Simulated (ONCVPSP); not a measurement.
**Li: variants of one ONCV potential**

Base potential:

* Element: Li
* Generator: ONCVPSP 4.0.1
* Type: optimised norm-conserving Vanderbilt (ONCV)
* Functional: PBEsol
* Relativity: non-relativistic
* Frozen core: none
* Valence charge: 3
* Reference configuration: 1s2 2s1
* Partial waves: 1s+2s: rc 1.35 bohr, ncon 4, nbas 9, qcut 8.4 1/bohr, 3 projectors, debl 1 Ha; p scattering state at 0.13 Ha: rc 1.25 bohr, ncon 5, nbas 9, qcut 5.9 1/bohr, 2 projectors, debl 0.9 Ha; d scattering state at 0.25 Ha: rc 1.25 bohr, ncon 4, nbas 8, qcut 7.9 1/bohr, 2 projectors, debl 2.4 Ha
* Local potential: polynomial inside 1.00 bohr (lpopt 5, dvloc0 6 Ha)
* Core correction: none

Cutoffs, loose and tight: the cutoffs (Ha) at which the residual kinetic energy of the hardest occupied pseudo-wave falls to 1 and 0.1 mHa per electron. They do not see the model core or the augmentation charge, which bear on the density cutoff. Test errors are all-electron minus pseudo excitation energies from the reference, over the configurations 1s2 2s0; 1s2 2s0.5; 1s2 2s0 2p1; 1s1 2s1. A dash means not determined; rows that change the core or the reference have their own tests.

```tsv
change	outcome	cutoff, loose	cutoff, tight	bound ghosts	GHOST(+) flags above zero	largest test error (meV)
base	generated	27 Ha	31 Ha	none	none	+1554
d: qcut 4.5	generated	27 Ha	31 Ha	none	none	+1554
d: debl 1.65	generated	27 Ha	31 Ha	none	none	+1554
s: qcut 8.5; p: qcut 6; d: qcut 8	generated	27 Ha	32 Ha	none	none	+1532
local potential polynomial inside 1.00 bohr (lpopt 5, dvloc0 2 Ha)	generated	27 Ha	31 Ha	none	none	+1554
fully relativistic	generated	27 Ha	32 Ha	none	none	+1554
```

Q: What comes out with this change to the base: all radii scaled by about 0.77 (s 1.04, p 0.96, d 0.96 bohr); local potential polynomial inside 0.78 bohr (lpopt 5, dvloc0 6 Ha)?

A: outcome: generated; cutoff, loose: 35 Ha; cutoff, tight: 182 Ha; bound ghosts: none; GHOST(+) flags above zero: p; largest test error (meV): +985.

Q: What comes out with this change to the base: core [He], valence charge 1; reference 2s0.75 2p0.25; waves now 2s: rc 2.35 bohr, ncon 4, nbas 7, qcut 3.3 1/bohr, 2 projectors, debl 0.9 Ha; 2p: rc 4.00 bohr, ncon 4, nbas 8, qcut 1.7 1/bohr, 2 projectors, debl 3.9 Ha; d scattering state at 0.39 Ha: rc 2.35 bohr, ncon 4, nbas 7, qcut 3.7 1/bohr, local; local potential the d channel; core correction polynomial model core, fcfact 0.3?

A: outcome: generated; cutoff, loose: 2.4 Ha; cutoff, tight: 6.8 Ha; bound ghosts: none; GHOST(+) flags above zero: p; largest test error (meV): -7.6.
